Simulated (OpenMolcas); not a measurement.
N+: thermal populations, worked from levels

| Item | Value |
| --- | --- |
| Program | OpenMolcas 26.06 |
| Basis | ANO-R2 [4s4p2d1f] |
| Scalar Hamiltonian | X2C, finite nucleus |
| Active space | 4 electrons in 8 orbitals (2s 2p 3s 3p) |
| State averaging | 2S+1 = 3 even, 6 roots kept (CI in the orbitals of an earlier block); 2S+1 = 1 even, 9 roots; 2S+1 = 5 odd, 1 root; 2S+1 = 3 odd, 9 roots; 2S+1 = 1 odd, 8 roots |
| Spin-orbit coupling | RASSI with atomic mean-field integrals over the reference wave functions, term energies averaged over their components |

Methods: CASSCF; MS-CASPT2, IPEA 0.25 Eh, imaginary shift 0.1 Eh (closed shells correlated: 1s). Measured levels: NIST Handbook of Basic Atomic Spectroscopic Data.

**Thermal populations.** Z = Σ (2J + 1) exp(-E/kT) with k = 0.695035 cm-1/K, over the levels below. No other level of either list lies under 90000 cm-1, which is above 7 kT at each temperature.

| Level | 2J + 1 | MS-CASPT2 | measured |
| --- | --- | --- | --- |
| 2s² 2p² ³P₀ | 1 | 0.0 | 0.0 |
| 2s² 2p² ³P₁ | 3 | 45.1 | 48.7 |
| 2s² 2p² ³P₂ | 5 | 134 | 131 |
| 2s² 2p² ¹D₂ | 5 | 15720 | 15316 |
| 2s² 2p² ¹S₀ | 1 | 32330 | 32689 |
| 2s 2p³ ⁵S°₂ | 5 | 44730 | 46785 |

```tsv
T (K)	Z, MS-CASPT2	Z, measured levels	Ground level (%), MS-CASPT2	Ground level (%), measured levels
5000	8.827	8.834	11.3	11.3
8000	9.157	9.180	10.9	10.9
12000	9.708	9.740	10.3	10.3
```

At 12000 K, kT = 8340 cm-1, and the computed levels give Z = 1.000 + 2.984 + 4.920 + 0.759 + 0.021 + 0.023 = 9.708.

CASPT2 breaks the degeneracy within a term, and the mean is taken; among the terms shown or strongly mixed into the levels shown the widest spread is 66 cm-1 (2s² 2p² ¹D, MS-CASPT2). Terms from blocks run as CI alone lack orbitals of their own. The run also gave levels led by 2s 2p² 3s, 2s² 2p 3p, 2s² 2p 3s, which use shells meant for correlation; these and all levels above them are left out. Without dynamic correlation excited terms often stand tens of per cent too high (terms of higher spin than the ground term too low), and those without a measured partner can miss by more than the paired ones (holds for CASSCF). Computed and measured levels are paired by configuration, term and J; levels that our copy of the source lacks, or whose pairing is in doubt (as where it misses far off the trend of its configuration), stay unpaired and out of the deviations. Levels of configurations outside the active space are missing.

° marks odd parity.
